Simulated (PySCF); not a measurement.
# One molecule, several mistakes: AlBFH3N anion

All numbers below are calculated, not measured. The program is PySCF 2.14.0, an open-source quantum chemistry code, run on an isolated molecule that a program drew, which may never have been made. The molecule is AlBFH3N anion (charge -1, singlet), drawn as the SMILES string `FB=[N][AlH3-]`.

Each row is a Hartree-Fock (HF) and frozen-core CCSD(T) single point in the aug-cc-pV(D+d)Z basis, meant for a local HF minimum. Run 1 is clean. Each other run has one planted mistake out of seven kinds, and not every kind appears here: one electron removed, one electron added, multiplicity raised by two, geometry at a saddle point, minimal basis STO-3G, one bond length entered in bohr, all coordinates scaled. The reference is restricted for singlets and unrestricted otherwise, and also for a bond in bohr. Adding or removing an electron swaps singlet and doublet. Electrons count all cores. HOMO and LUMO are orbital energies over both spins, the gradient is its largest component, and the lowest frequency (negative if imaginary) is given only where the gradient is small. Bond lengths are over the 6 bonds as drawn. T1 is the CCSD diagnostic: over 0.02 (restricted) or 0.045 (unrestricted) a single reference is doubtful.

Geometry of the clean run:
```xyz
7
AlBFH3N anion, angstrom
F    -1.7429    0.1776    2.7847
B    -1.3037   -0.2719    1.6226
N    -0.8936   -0.6917    0.5371
Al   -0.2697   -1.3298   -1.1131
H    -0.8885   -0.4020   -2.3170
H     1.3693   -1.2497   -1.1357
H    -0.7534   -2.8861   -1.3053
```

```
run  electrons  basis functions  <S^2>  HOMO (eV)  LUMO (eV)  gradient (hartree/bohr)  lowest frequency (cm^-1)  mean bond (Å)  longest bond (Å)      T1  HF (hartree)  CCSD(T) (hartree)                          mistake
  1         38              128  0.000      -5.20       3.20                  6.0e-06                       105         1.5590             1.876  0.0140    -422.36871         -422.96259                         no fault
  2         37              128  0.774     -10.11      -2.94                  1.0e-01                         -         1.5590             1.876  0.0348    -422.22050         -422.79104             one electron removed
  3         38              128  2.007      -0.25       1.76                  1.4e-01                         -         1.5590             1.876  0.0552    -422.21739         -422.78203       multiplicity raised by two
  4         38              128  0.986      -5.35       3.17                  1.9e-02                         -         1.7550             2.497  0.0823    -422.19475         -422.78114  one bond length entered in bohr
  5         38               27  0.000      -1.47      17.61                  6.3e-02                         -         1.5590             1.876  0.0149    -416.86158         -417.07236             minimal basis STO-3G
  6         38              128  0.000      -5.30       3.22                  7.0e-02                         -         1.6448             1.979  0.0157    -422.34961         -422.95634                                ?
```

**Which mistake was planted in run 6, and what did it cost?**

The mean and the longest bond both change by the same factor, 1.055, and the gradient is no longer small. So the mistake is: all coordinates scaled. Subtracting run 1 and multiplying by 627.51 kcal/mol a hartree, the energy moved by 12.0 kcal/mol in HF and 3.9 kcal/mol in CCSD(T).

Cautions from the logs. Run 3: T1 is over the limit, so its CCSD(T) energy is less reliable; run 4: T1 is over the limit, so its CCSD(T) energy is less reliable.
